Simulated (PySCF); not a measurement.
A PySCF script (with the pyscf-properties extension) for the NMR shieldings of `C=C[C@H]1C[C@@](C)(C(=O)Cl)C1`, C$_{8}$H$_{11}$ClO, on a GFN2-xTB geometry:

```python
import basis_set_exchange as bse
import numpy as np
from pyscf import gto, dft
from pyscf.prop import nmr

atoms = """
C     3.244590   -0.725630    0.587567
C     1.931244   -0.632464    0.680499
C     1.052592   -0.029002   -0.359879
C    -0.150039   -0.906805   -0.773272
C    -1.125660    0.174559   -0.267965
C    -2.020049    0.794882   -1.336395
C    -1.960773   -0.284771    0.883767
O    -2.160544   -1.388059    1.264409
Cl   -2.698309    1.080980    1.750950
C     0.075032    1.048236    0.161905
H     3.779056   -0.357004   -0.272953
H     3.842087   -1.171910    1.363803
H     1.414572   -1.012048    1.552597
H     1.651169    0.311271   -1.205686
H    -0.223158   -1.108005   -1.838797
H    -0.222398   -1.846316   -0.229228
H    -1.410018    1.119623   -2.175544
H    -2.744629    0.065855   -1.694189
H    -2.552934    1.654375   -0.936761
H     0.140398    1.227226    1.232876
H     0.128847    2.001950   -0.357079
"""
names = dict.fromkeys(["C", "O", "Cl", "H"], "pcSseg-1")
basis = {el: gto.basis.parse(bse.get_basis(n, elements=[el], fmt="nwchem")) for el, n in names.items()}
mol = gto.M(atom=atoms, basis=basis, charge=0, verbose=0)
mf = dft.RKS(mol, xc="PBE0")
mf.grids.level = 2
mf.grids.alignment = dft.numint.BLKSIZE   # the property module wants whole blocks of grid points
mf.conv_tol = 1e-9
mf.kernel()

calc = nmr.RKS(mf)   # GIAO
C = mf.mo_coeff
Co = C[:, mf.mo_occ > 0]
resp = mf.gen_response(singlet=True, hermi=2)
def vind(x):   # induced exchange potential for any number of trial vectors
    d = np.einsum("pi,xij,qj->xpq", C, 2 * x.reshape(-1, C.shape[1], Co.shape[1]), Co, optimize=True)
    return np.einsum("xpq,pi,qj->xij", resp(d - d.transpose(0, 2, 1)), C, Co, optimize=True).ravel()
mo1, _ = nmr.rhf.solve_mo1(calc, with_cphf=vind)
sigma = calc.kernel(mo1)
for i, s in enumerate(sigma):   # ppm
    w = np.linalg.eigvalsh((s + s.T) / 2)
    print("%2d %-2s iso %8.1f  s11 %8.1f  s22 %8.1f  s33 %8.1f" % (i, mol.atom_pure_symbol(i), w.mean(), *w))
```

Problem. What does it print?

Solution. 
```
 0 C  iso     66.8  s11    -42.2  s22     84.9  s33    157.8
 1 C  iso     34.9  s11    -87.4  s22     49.1  s33    143.0
 2 C  iso    154.3  s11    142.8  s22    150.7  s33    169.3
 3 C  iso    150.5  s11    136.5  s22    138.9  s33    176.2
 4 C  iso    138.9  s11    124.5  s22    127.8  s33    164.3
 5 C  iso    157.8  s11    139.9  s22    150.3  s33    183.3
 6 C  iso     -4.2  s11   -117.8  s22     36.3  s33     68.9
 7 O  iso   -247.3  s11   -622.1  s22   -369.0  s33    249.1
 8 Cl iso    550.5  s11    205.0  s22    502.2  s33    944.3
 9 C  iso    145.3  s11    129.2  s22    132.8  s33    174.0
10 H  iso     26.5  s11     22.9  s22     25.4  s33     31.1
11 H  iso     26.5  s11     23.5  s22     25.2  s33     31.0
12 H  iso     25.7  s11     22.3  s22     24.2  s33     30.5
13 H  iso     29.2  s11     25.1  s22     28.6  s33     34.0
14 H  iso     29.6  s11     26.5  s22     28.1  s33     34.3
15 H  iso     29.1  s11     26.3  s22     28.0  s33     33.0
16 H  iso     30.3  s11     26.3  s22     28.9  s33     35.7
17 H  iso     30.4  s11     26.6  s22     27.6  s33     37.0
18 H  iso     29.8  s11     24.9  s22     29.9  s33     34.6
19 H  iso     29.4  s11     25.8  s22     30.3  s33     32.3
20 H  iso     29.4  s11     26.3  s22     28.7  s33     33.3
```

These numbers come from an equivalent density-fitted implementation of the same equations, which agrees with the script to about 0.01 ppm for H and up to a few tenths of a ppm for heavy atoms, so last digits may differ.

Size and cost of the density-fitted run: 232 basis functions, about 2.4 core-minutes.
